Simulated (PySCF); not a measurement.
# Working out the ionisation energy of Zn²⁺

Zn²⁺ [Ar] 3d10 (1S) → Zn³⁺ [Ar] 3d9 (2D). Calculation: PySCF 2.14, in x2c-TZVPPall; scalar relativity by spin-free X2C-1e. Frozen: [Ne]. Energies in hartree (1 hartree = 27.21139 eV):

```json
{"part": "UHF", "Zn²⁺ (lower)": "-1793.347653", "Zn³⁺ (upper)": "-1791.988679"}
{"part": "MP2 opposite-spin", "Zn²⁺ (lower)": "-0.499593", "Zn³⁺ (upper)": "-0.421567"}
{"part": "MP2 same-spin", "Zn²⁺ (lower)": "-0.252999", "Zn³⁺ (upper)": "-0.204004"}
```

Q: What does Hartree-Fock give?

A: (-1791.988679) − (-1793.347653) = 1.358974 hartree = 36.980 eV.

Q: What do MP2 and SCS-MP2 (6/5 opposite-spin, 1/3 same-spin) give?

A: The opposite-spin parts differ by 2.123 eV and the same-spin parts by 1.333 eV. MP2: 36.980 + (2.123) + (1.333) = 40.436 eV. SCS-MP2: 36.980 + 1.2 × (2.123) + (1.333)/3 = 39.972 eV.

A first-order spin-orbit estimate adds -0.138 eV to MP2 (valence and next inner shell), giving 40.298 eV against 39.723 eV (measured; NIST Atomic Spectra Database, ionization energies).

What remains against the reference includes basis incompleteness, the frozen core and correlation beyond second order.
